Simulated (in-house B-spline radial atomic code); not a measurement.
A run on neutral cadmium that did not converge. Method: scalar-relativistic (X2C) BLYP, spin-polarised, spherical fractional occupations, Fermi nucleus of rms radius 4.6087 fm; computed with an all-electron radial atomic-structure program (B-spline basis).

Command:
```bash
python run_scf.py task.json out
```
Settings (nuclear radius in fm, mass in u):
```
Z                48
configuration    [Ar] 3d10 4s2 4p5.75 4d10 4f0.25 5s2
hamiltonian      x2c
method           b88,lyp
spin_polarised   True
nucleus          fermi
rms_radius       4.6087
atomic_mass      113.90336
speed_of_light   137.035999084
```

First and last ten iterations of the last attempt (damped for 15 steps, keeping 80 % of the old Fock matrix, then DIIS):
```
 iter        energy (Eh)    residual
    1       -5592.306046    4.46e-01
    2       -5591.698557    2.27e-01
    3       -5592.962882    1.26e-01
    4       -5593.420599    7.18e-02
    5       -5593.564626    4.18e-02
    6       -5593.605237    2.49e-02
    7       -5593.616006    1.52e-02
    8       -5593.618845    9.62e-03
    9       -5593.619638    6.26e-03
   10       -5593.619892    4.22e-03
  111       -5593.620167    1.81e-04
  112       -5593.620095    2.22e-04
  113       -5593.620229    1.30e-04
  114       -5593.620246    9.21e-05
  115       -5593.620248    3.51e-05
  116       -5593.620244    3.49e-05
  117       -5593.620245    3.54e-05
  118       -5593.620246    3.34e-05
  119       -5593.620248    5.41e-05
  120       -5593.620248    6.05e-05
 not converged after 120 iterations
```

The smallest residual met was 9.7e-06; the threshold is about 5e-07. Over the last five steps the energy moves by less than 8e-06 hartree, but the orbitals didn't meet the threshold. Time taken, with all properties: 2.4 s on 1 thread of Arm Neoverse V2, with other jobs on the host.
